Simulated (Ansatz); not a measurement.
`CC(C)[Si]F` + HCl → `F[Si]Cl` + `CCC` at 400 K and 1 bar (ligand exchange at the Si–C bond).

Isolated molecules relaxed with PBE0-D4/def2-TZVP in Ansatz; ΔE leaves out vibrations. CCSD(T)/CBS adds triple-zeta CCSD(T) − MP2 to the extrapolated MP2 energy (def2 sets, frozen cores). This one scheme is used for every species. Each species was taken in one conformer, which may not be the lowest.

```csv
species,CCSD(T)/CBS energy (Eh),H − E (kJ/mol),S (J/(mol·K))
`CC(C)[Si]F`,-507.26195,283.3,385.3
HCl,-460.38127,29.6,195.4
`F[Si]Cl`,-848.72390,26.7,290.0
`CCC`,-118.98051,294.1,291.8
```

H − E and S are ideal-gas, rigid-rotor, harmonic terms from PBE0-D4/def2-TZVP, for one conformer and one mirror image of each species. 1 Eh = 2625.50 kJ/mol, R = 8.31446 J/(mol·K).

Problem. By hand: ΔE, ΔH, ΔS and ΔG.

Solution. ΔE = (-848.72390) + (-118.98051) − (-507.26195) − (-460.38127) = -0.06119 Eh = -160.7 kJ/mol. Δ(H − E) = 26.7 + 294.1 − 283.3 − 29.6 = 7.9, so ΔH = -152.8 kJ/mol. ΔS = 290.0 + 291.8 − 385.3 − 195.4 = 1.1 J/(mol·K). ΔG = -152.8 − 400 × (1.1)/1000 = -153.2 kJ/mol.

Problem. By hand: the equilibrium constant, and the temperature at which ΔG would vanish if ΔH and ΔS stayed fixed.

Solution. log₁₀ K = −ΔG/(RT ln 10) = 20.0. ΔH and −TΔS have one sign here, so there is no such temperature. One of them is within its doubt of zero, so this could turn.

The number of gas molecules stays the same, so ΔS is small and ΔH decides. A doubt of 5 kJ/mol in ΔE shifts log₁₀ K by 0.7 here. Other conformers and mirror images would add mixing entropy, several J/(mol·K) or more a flexible species. Modes under 60 cm⁻¹, often nearly free rotors, make the harmonic entropy too high. These are equilibria of isolated gas molecules and say nothing of rates. Largest T1 diagnostic: 0.014 (customary marks: 0.02 for closed shells, 0.045 for open ones).
